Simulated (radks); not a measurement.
Q: Excited configurations of the titanium ion Ti3+: one electron is placed in a higher orbital outside [Ar]. The ground configuration is [Ar] 3d1. Calculated with a radial shooting solver on a logarithmic mesh with Libxc functionals: scalar-relativistic Kohn-Sham, PBE, spin-unpolarised, spherical densities, finite nucleus; Fermi nuclear charge, rms radius 3.5921 fm. Excitation = E - E(ground); binding = E(ion) - E, where the ion is the core of charge +4; n* = 4/sqrt(2 binding) in atomic units, and the quantum defect is n - n*.

| outer orbital | excitation (eV) | binding (eV) | n* | quantum defect | eigenvalue (eV) | <r> (bohr) |
|---|---|---|---|---|---|---|
| 4s | 10.020 | 33.265 | 2.558 | 1.442 | -29.096 | 2.534 |
| 4d | 23.946 | 19.339 | 3.355 | 0.645 | -16.623 | 3.565 |
| 5d | 31.567 | 11.718 | 4.310 | 0.690 | -10.292 | 6.376 |
| 6d | 35.452 | 7.834 | 5.272 | 0.728 | -6.977 | 9.909 |
| 6f | 36.760 | 6.526 | 5.776 | 0.224 | -5.767 | 11.21 |
| 7s | 36.058 | 7.228 | 5.488 | 1.512 | -6.519 | 11.52 |
| 7p | 36.679 | 6.606 | 5.740 | 1.260 | -5.951 | 12.39 |
| 7d | 37.683 | 5.603 | 6.233 | 0.767 | -5.031 | 14.17 |

Estimate the row for 4f.

A: excitation (eV) 29.309; binding (eV) 13.976; n* 3.947; quantum defect 0.053; eigenvalue (eV) -11.745; <r> (bohr) 4.278. The Delta-SCF ionisation energy is 43.285 eV (NIST Atomic Spectra Database: 43.267 eV, measured). Self-interaction in the functional shifts the binding energies and quantum defects, so they are the method's values and not measured ones. Spin polarisation and multiplet splitting are left out, so open shells lie too high by an amount that depends on their filling.

Beside tabulated values, note that spin-unpolarised runs miss the spin-polarisation part of the exchange energy of open shells.
